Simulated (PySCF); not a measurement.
A GIAO shielding run with PySCF (density fitting, non-relativistic, gas phase) on `CNBP`, CH7BNP:

```
$ OMP_NUM_THREADS=1 python probes_run.py task.json out

{"job": {"kind": "nmr", "xc": "LC-wPBE", "basis": "pcSseg-2", "pop": false}, "charge": 0, "multiplicity": 1}
C     -1.670886     0.148510    -0.204181
N     -0.286797     0.256750     0.188288
B      0.826424     0.045596    -0.617227
P      2.627949     0.383868    -0.025570
H     -2.203289     1.109429    -0.101106
H     -1.727854    -0.158696    -1.256790
H     -2.210219    -0.600567     0.400114
H     -0.156399     0.517862     1.160204
H      0.650977    -0.269162    -1.774026
H      3.183857    -0.852680    -0.465929
H      2.493282    -0.011471     1.341296
```

Hardware: 1 thread of an Arm Neoverse V2, shared host.

Question: How large is the calculation?

Answer: 40 electrons, 249 basis functions and 682 auxiliary functions.

Question: How long does it take, and how much memory does it need?

Answer: 34 s of wall time, with 13 SCF cycles and 7 response iterations; peak memory 1.1 GiB. Times on a shared host scatter by some tens of per cent.

Question: And these other runs on the same molecule and hardware: GIAO shielding at B3LYP/pcSseg-2; GIAO shielding at B97-D/pcSseg-2; GIAO shielding at BLYP/pcSseg-2; GIAO shielding at BP86/pcSseg-2; GIAO shielding at HF/pcSseg-2; GIAO shielding at KT2/pcSseg-2?

Answer: B3LYP/pcSseg-2: 249 functions, 20 s; B97-D/pcSseg-2: 249 functions, 27 s; BLYP/pcSseg-2: 249 functions, 27 s; BP86/pcSseg-2: 249 functions, 27 s; HF/pcSseg-2: 249 functions, 11 s; KT2/pcSseg-2: 249 functions, 28 s.
